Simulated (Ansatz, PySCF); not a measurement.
This Ansatz (a first-principles code) input computes a CCSD(T)/cc-pVDZ energy:

Ansatz 0.2 input:
```yaml
crystal:
  periodic: [false, false, false]
  atoms:
    - {symbol: C, position_ang: [1.07587576, -0.40111956, -0.01394743]}
    - {symbol: N, position_ang: [-0.12323406, 0.39743201, 0.15570559]}
    - {symbol: C, position_ang: [-1.27255696, 0.10626332, -0.14493224]}
    - {symbol: H, position_ang: [1.78042377, 0.15176806, -0.63619520]}
    - {symbol: H, position_ang: [1.53992040, -0.54887034, 0.96180725]}
    - {symbol: H, position_ang: [0.86391878, -1.37062762, -0.47092479]}
    - {symbol: H, position_ang: [-2.14153733, 0.75484330, 0.00865159]}
basis:
  gaussian:
    orbitals: cc-pVDZ
magnetization: {spin_polarized: true, initial_magnetization: 1}
correlation: {method: ccsd_t, electrons: outside_noble_gas}
```

Q: Write an input for the same energy in PySCF and say what it gives.

A: 
```python
from pyscf import gto, scf, mp, cc as ccmod

mol = gto.M(
    atom='''
    C     1.07587576   -0.40111956   -0.01394743
    N    -0.12323406    0.39743201    0.15570559
    C    -1.27255696    0.10626332   -0.14493224
    H     1.78042377    0.15176806   -0.63619520
    H     1.53992040   -0.54887034    0.96180725
    H     0.86391878   -1.37062762   -0.47092479
    H    -2.14153733    0.75484330    0.00865159
    ''',
    basis='cc-pvdz',
    charge=0,
    spin=1,
    verbose=4,
)

mf = scf.UHF(mol)
mf.conv_tol = 1e-10
mf.max_cycle = 100
mf.kernel()
mo, _, stable, _ = mf.stability(return_status=True)
if not stable:
    mf.kernel(mf.make_rdm1(mo, mf.mo_occ))
mp2 = mp.MP2(mf, frozen=3).run()
cc = ccmod.CCSD(mf, frozen=3)
cc.max_cycle = 100
cc.kernel()
et = cc.ccsd_t()
print(f'E(CCSD(T)) = {cc.e_tot + et:.9f}')
```
It gives -132.90798 Eh, and Ansatz -132.90798 Eh, a difference of 0.00 mEh.

It need not be the lowest isomer of its formula.
